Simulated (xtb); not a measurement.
germanium atom (Ge), triplet.

Here is a job for xtb.
```
$ xtb mol.xyz --gfn 2 --uhf 2 --alpb acetone --json

# file mol.xyz
1

Ge     0.00000000     0.00000000     0.00000000
```

Question: What does this run give for the dipole moment, total energy?

Answer: 
* **dipole moment**: 0.00 D
* **total energy**: -1.8103 Eh
